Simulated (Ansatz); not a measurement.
`[NH2][In]([Cl])[Br]`, one more setting.

```yaml
crystal:
  periodic: [false, false, false]
  atoms:
    - {symbol: N, position_ang: [-0.146830, 1.231001, -0.201853]}
    - {symbol: In, position_ang: [0.148741, -0.739851, -0.023149]}
    - {symbol: Cl, position_ang: [2.257480, -1.549985, 0.467216]}
    - {symbol: Br, position_ang: [-1.599061, -2.371161, -0.538497]}
    - {symbol: H, position_ang: [-1.098377, 1.547879, -0.080276]}
    - {symbol: H, position_ang: [0.480047, 1.818218, 0.330358]}
basis:
  gaussian: {orbitals: STO-3G}
total_charge: -1
magnetization: {spin_polarized: true, initial_magnetization: 1}
hamiltonian: {xc: {name: LC-wPBE}}
output: {forces: true}
```

```sh
$ ansatz run in.yaml --threads 4 --pin off --events-out ev --progress --plain --max-ram 10444MiB
```

Shortened log:

```
Functional definition: LC-wPBE
738 factors; integrals over basis functions are off by at most 3.5e-5 eV
198 factors; integrals over basis functions are off by at most 4.1e-6 eV
mean field evaluation 1: about -237830.4938 eV, gradient 9.3e0 eV
mean field evaluation 2: about -237831.4280 eV, gradient 4.2e0 eV
mean field evaluation 4: about -237831.6729 eV, gradient 1.0e0 eV
mean field evaluation 8: about -237831.3628 eV, gradient 1.1e0 eV
mean field evaluation 16: about -237832.3760 eV, gradient 9.9e-6 eV
mean field -237832.37603981 eV, -8740.1786108887 hartree, gradient 9.9e-6 eV, S^2 0.758160; 2 other end points of the search recorded, 0 dependent functions left out
reference -237832.37603982 eV, -8740.1786108888 hartree; 56, 55 occupied and 5, 6 virtual orbitals, 738 factors
Total energy: -237832.37603982 eV, -8740.1786108888 hartree
Atom 0 at    -0.146830     1.231001    -0.201853 Å, force     1.025630    -2.804065    -1.936653 eV/Å
Atom 1 at     0.148741    -0.739851    -0.023149 Å, force    -1.073830     1.203976     1.401385 eV/Å
Atom 2 at     2.257480    -1.549985     0.467216 Å, force     0.200271    -0.114382    -0.481179 eV/Å
Atom 3 at    -1.599061    -2.371161    -0.538497 Å, force     0.480728     0.207082    -0.377010 eV/Å
Atom 4 at    -1.098377     1.547879    -0.080276 Å, force    -1.050735     0.623946     0.508982 eV/Å
Atom 5 at     0.480047     1.818218     0.330358 Å, force     0.417936     0.883443     0.884475 eV/Å
Dipole moment:    -0.479243     0.133410    -0.098133 e Å
```

Hardware: 4 threads of an Arm Neoverse V2 on a shared host. Wall time 1.8 s, peak host memory 0.39 GiB.
